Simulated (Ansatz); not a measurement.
Reaction (cleavage of the B–Al bond): `C[BH][AlH][F]` + H₂Te → `CB[TeH]` + `[F][AlH2]`

Gas-phase electronic energies from Ansatz, PBE0-D4/def2-TZVP geometries. CCSD(T)/CBS is the MP2 limit (def2-TZVPP, def2-QZVPP) plus CCSD(T) − MP2 in def2-TZVPP, frozen cores. This one scheme is used for every species. Functionals use def2-TZVPP. def2 core potentials past Kr. For Te outer-core shells are correlated without core-valence functions, which leaves a few kJ/mol of doubt a bond. One conformer a species, not always the lowest.

**Question.** Is it downhill or uphill in electronic energy at CCSD(T)/CBS, and by how much? (An estimate is asked.)

**Answer.** Computed: Downhill: ΔE = -1.19 eV.

**Question.** What do these levels give: r2SCAN0, BHLYP, LC-ωPBE, RPA@PBE/def2-TZVPP, CCSD(T)/def2-TZVPP, SCS-MP2/def2-QZVPP? (Best estimate.)

**Answer.** The calculation gave: r2SCAN0 -1.16, BHLYP -1.08, LC-ωPBE -1.05, RPA@PBE/def2-TZVPP -1.14, CCSD(T)/def2-TZVPP -1.16, SCS-MP2/def2-QZVPP -1.23 eV.

Largest T1 diagnostic among the species: 0.013.

In def2-TZVPP, CCSD(T) changes the Hartree–Fock value by −0.12 eV (the triples alone add −0.04 eV) and MP2 by −0.25 eV. The D4 term adds −0.04 eV with B3LYP and −0.02 eV with PBE0; it sums over pairs of atoms, weighted by their polarisabilities, and B3LYP, whose exchange is more repulsive, gets the larger term. Leaving LDA and LC-ωPBE aside and taking each functional with its dispersion term where it has one, the values, not all of them listed here, spread over 0.13 eV, from B97M-V to ωB97X-V. LDA lies −0.05 eV from PBE without D4.

B3LYP here is the variant with VWN-RPA as its local correlation; programs differ in this.
